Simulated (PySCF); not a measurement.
Compound: C7H8N2O.
Cartesian coordinates in Å at the GFN2-xTB level; atoms count from 1:
```
atom  x, y, z in Å
C1    -3.1827    0.6209   -0.0282
C2    -2.3120   -0.5982   -0.0309
O3    -2.7327   -1.7317   -0.0309
C4    -0.8426   -0.3245   -0.0335
C5     0.0764   -1.3842   -0.0352
C6     1.4123   -1.0563   -0.0375
C7     1.7436    0.3060   -0.0375
C8     3.1606    0.7702   -0.0392
N9     0.8074    1.2459   -0.0360
N10   -0.4498    0.9413   -0.0341
H11   -2.9560    1.2256   -0.9030
H12   -4.2308    0.3346   -0.0263
H13   -2.9523    1.2242    0.8465
H14   -0.2818   -2.4025   -0.0349
H15    2.1859   -1.8104   -0.0392
H16    3.6780    0.3956   -0.9210
H17    3.1874    1.8556   -0.0384
H18    3.6802    0.3943    0.8408
```

NICS is the negative of the GIAO shielding at a point without a nucleus: at the ring centre (0) and 1 Å above and below it (1); zz is the component along the ring normal. Level: GIAO PBE0/pcSseg-1 (PySCF, non-relativistic, gas phase) on the GFN2-xTB geometry, one conformer.

Ring bond lengths (Å), with Mayer bond orders in brackets: C4–C5 1.403 (1.26), C5–C6 1.376 (1.49), C6–C7 1.402 (1.26), C7–N9 1.327 (1.49), N9–N10 1.294 (1.35), N10–C4 1.325 (1.47).

**Question.** Give the NICS values of each ring in ppm.

**Answer.** 
```
              ring                                                 type  NICS(0)  NICS(1), two faces  NICS(1)zz, two faces  rms pucker (Å)  centre to ring atoms, mean (Å)
C4–C5–C6–C7–N9–N10  6-membered ring with 2 N; formal bonds all aromatic     -5.3       -11.3 / -11.3         -26.6 / -26.6            0.00                            1.35
```

**Question.** What do they say, and how far can they be read as aromaticity?

**Answer.** 
- C4–C5–C6–C7–N9–N10: mean NICS(1)zz -26.6 ppm, shielded. The ring is flat and has no four-coordinate atom; by the NICS criterion it is aromatic. NICS(0) lies 6 ppm above the mean NICS(1).

**Question.** What does the geometric index give? HOMA takes Krygowski's 1993 parameters.

**Answer.** 
- C4–C5–C6–C7–N9–N10: HOMA 0.97; the largest term is that of C4–C5, α(R − Ropt)² = 0.06. The geometric and the magnetic index point the same way.

**Question.** List the ring angles and the Hirshfeld charges of the ring atoms.

**Answer.** 
- C4–C5–C6–C7–N9–N10: C4 121.8° (+0.035 e), C5 117.1° (-0.024 e), C6 117.5° (-0.034 e), C7 121.4° (+0.077 e), N9 121.3° (-0.105 e), N10 120.9° (-0.080 e); sum 720.0° against 720° for a flat convex ring.

**Question.** What are the shieldings of the ring atoms and their hydrogens in the same run (means over atoms taken as equivalent)?

**Answer.** 
```csv
atoms,environment,σ isotropic (ppm),"principal values of the symmetric part, first atom (ppm)"
C4,substituted aromatic carbon,28.8,"-96.9, 35.0, 148.3"
C5,aromatic CH carbon,57.0,"-60.0, 37.2, 193.8"
C6,aromatic CH carbon,56.5,"-58.2, 52.2, 175.4"
C7,substituted aromatic carbon,21.4,"-95.9, 5.6, 154.6"
N9,pyridine-type nitrogen,-185.8,"-598.6, -183.4, 224.5"
N10,pyridine-type nitrogen,-201.0,"-663.6, -176.4, 237.1"
H14,aromatic hydrogen,23.39,"19.0, 22.7, 28.5"
H15,aromatic hydrogen,24.14,"20.3, 22.7, 29.5"
```
